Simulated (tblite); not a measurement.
Isomers of C7H9F. Level: GFN2-xTB in tblite, geometry and Hessian alike; calculated harmonic values, unscaled, isolated species. Against measured fundamentals such values can be off by several per cent, at times by over 20. One conformer each.

Electronic energies: GFN2-xTB at the same geometries; isomer energies are rough at this level and their order can be wrong.

| SMILES | electronic energy, lowest = 0 (kJ/mol) |
| --- | --- |
| C=CCC1(CF)C=C1 | 236.6 |
| F[C@@H]1C=CC=CCC1 | 0.0 |
| C#C[C@@H]1CC[C@H]1CF | 105.6 |
| C=C/C=C(/C=C)CF | 120.2 |
| C#CC/C(C)=C/CF | 145.1 |

Problem. How do GFN2-xTB zero-point energies change the relative energies?

Solution. 
| SMILES | ZPE (kJ/mol) | of it from modes above 1550 cm⁻¹ | electronic (kJ/mol) | with ZPE, lowest = 0 (kJ/mol) | lowest mode (cm⁻¹) | rings |
| --- | --- | --- | --- | --- | --- | --- |
| F[C@@H]1C=CC=CCC1 | 367.6 | 181.4 | 0.0 | 0.0 | 67 | 1 |
| C#C[C@@H]1CC[C@H]1CF | 362.7 | 176.8 | 105.6 | 100.6 | 55 | 1 |
| C=C/C=C(/C=C)CF | 355.9 | 194.3 | 120.2 | 108.5 | 45 | 0 |
| C#CC/C(C)=C/CF | 353.9 | 187.4 | 145.1 | 131.4 | 32 | 0 |
| C=CCC1(CF)C=C1 | 354.7 | 185.9 | 236.6 | 223.7 | 44 | 1 |

The zero-point energies span 13.7 kJ/mol, from `C#CC/C(C)=C/CF` to `F[C@@H]1C=CC=CCC1`. The order is unchanged.

Problem. What do entropy and thermal enthalpy add at 298.15 K and 1 bar (rigid rotor, harmonic oscillator, one conformer each)?

Solution. 
| SMILES | point group | symmetry number | S (J/(mol K)) | H − H(0) (kJ/mol) | ZPE + H − H(0) − TS (kJ/mol) |
| --- | --- | --- | --- | --- | --- |
| F[C@@H]1C=CC=CCC1 | C1 | 1 | 350.1 | 21.37 | 284.6 |
| C#C[C@@H]1CC[C@H]1CF | C1 | 1 | 379.7 | 24.47 | 273.9 |
| C=C/C=C(/C=C)CF | C1 | 1 | 391.2 | 26.19 | 265.5 |
| C#CC/C(C)=C/CF | C1 | 1 | 417.2 | 28.35 | 257.9 |
| C=CCC1(CF)C=C1 | C1 | 1 | 394.3 | 25.96 | 263.1 |
